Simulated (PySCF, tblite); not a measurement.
Isomers of C4H16OSi3, one GFN2-xTB conformer each. Single-point energies are computed at PBE0/pcSseg-1 (PySCF, gas phase, no added dispersion term), electronic only.

Question: Rank them by PBE0/pcSseg-1 energy, lowest first (kJ/mol).
A. `[CH3:1][CH:2]([CH3:3])[O:4][C:5]([SiH3:6])([SiH3:7])[SiH3:8]` with C1–C2–O4–C5 119°
B. `[CH3:1][C:2]([CH3:3])([CH2:4][SiH2:5][SiH3:6])[SiH2:7][OH:8]` with C1–C2–C4–Si5 59°, C2–C4–Si5–Si6 -178°, C1–C2–Si7–O8 -42°, C2–Si7–O8–H -56°

Answer: B (0.0), A (195.9).

As drawn, the lower has an O–H bond, an Si–O bond and an Si–Si bond, which the higher lacks. GFN2-xTB itself gives, in the same order: 0.0, 130.4. Both levels put the same isomer lowest.

Question: Which frontier levels, dipoles and rotational constants go with these structures?

Answer: 
```
                       SMILES  HOMO (eV, PBE0/pcSseg-1)  LUMO (eV)  dipole (D)       A, B, C (MHz)
  CC(C)(C[SiH2][SiH3])[SiH2]O                     -7.76      -0.09        1.58  1759, 584.7, 511.2
CC(C)OC([SiH3])([SiH3])[SiH3]                     -7.00       0.21        1.08  1283, 853.5, 772.8
```

Question: What happens when harmonic zero-point energies from GFN2-xTB frequencies are added?

Answer: 
```csv
SMILES,ZPE (kJ/mol),electronic (kJ/mol),with ZPE (kJ/mol)
CC(C)(C[SiH2][SiH3])[SiH2]O,473.6,0.0,0.0
CC(C)OC([SiH3])([SiH3])[SiH3],458.9,195.9,181.2
```

The zero-point energies span 14.7 kJ/mol. The order is unchanged.
